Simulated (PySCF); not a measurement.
## Nuclear quadrupole coupling in `CCN[SiH2][C@H](C)CF`

Species: C5H14FNSi.
Z-matrix (Å and degrees, GFN2-xTB geometry), rows numbered from 1:
```
C 
C   1  1.5262
N   2  1.4450  1  113.40
Si  3  1.7169  2  122.04  1    78.84
C   4  1.9113  3  106.86  2   167.71
C   5  1.5235  4  110.00  3   168.15
C   5  1.5175  4  111.83  3    44.82
F   7  1.3811  5  110.99  4    45.75
H   1  1.0881  2  110.30  3    57.79
H   1  1.0868  2  110.38  3   177.92
H   1  1.0867  2  109.89  3   -61.81
H   2  1.0912  1  109.54  3   120.02
H   2  1.0961  1  109.47  3  -121.44
H   3  1.0108  2  110.43  1   -63.92
H   4  1.4718  3  117.36  2   -70.41
H   4  1.4669  3  105.94  2    51.83
H   5  1.0927  4  109.51  3   -72.82
H   6  1.0902  5  111.22  4   175.60
H   6  1.0870  5  110.38  4    55.29
H   6  1.0873  5  110.24  4   -64.26
H   7  1.0944  5  111.46  4   -72.34
H   7  1.0964  5  112.31  4   164.33
```

Field gradients from the PBE0/pcSseg-1 density (PySCF, non-relativistic), principal values in atomic units, ordered |Vxx| ≤ |Vyy| ≤ |Vzz|:

```tsv
atom	Vxx	Vyy	Vzz
N3	0.3099	0.6873	-0.9971
```

Problem. Find the asymmetry η = (Vxx − Vyy)/Vzz and the couplings χ = eQV/h (234.96 MHz × Q in barn × V in au), with Q(14N) = 0.02044 b.

Solution. 
```
atom             environment  nucleus     η  χzz (MHz)  χxx (MHz)  χyy (MHz)
  N3  silicon-bound nitrogen      14N  0.38     -4.789      1.488      3.301
```

Problem. What is Vzz at N3 in SI units (1 au = 9.71736 × 10²¹ V/m²)?

Solution. -0.9971 au = -9.690 × 10²¹ V/m².

Problem. What couplings would deuterons (Q(2H) = 0.00286 b) have in place of the hydrogens, at this geometry?

Solution. 
```csv
atom,bonded to,bond length (Å),Vzz (au),η,χzz (kHz)
H9,C1,1.088,0.3143,0.02,211
H10,C1,1.087,0.3178,0.02,214
H11,C1,1.087,0.3156,0.03,212
H12,C2,1.091,0.3001,0.05,202
H13,C2,1.096,0.2934,0.04,197
H14,N3,1.011,0.4134,0.18,278
H15,Si4,1.472,0.1549,0.04,104
H16,Si4,1.467,0.1595,0.04,107
H17,C5,1.093,0.3059,0.05,206
H18,C6,1.090,0.3112,0.02,209
H19,C6,1.087,0.3164,0.03,213
H20,C6,1.087,0.3123,0.02,210
H21,C7,1.094,0.2894,0.08,195
H22,C7,1.096,0.2873,0.07,193
```

Geometry: GFN2-xTB, one conformer, isolated molecule. GFN2-xTB bond lengths can be off by several hundredths of an ångström, more for odd bonds, and the gradients follow them. The small basis limits the accuracy of the gradients.

These values come from a run that also computed NMR shieldings. On Arm Neoverse N1, one thread, on a shared host, this took 71 s wall and 0.87 GiB of memory at its peak.
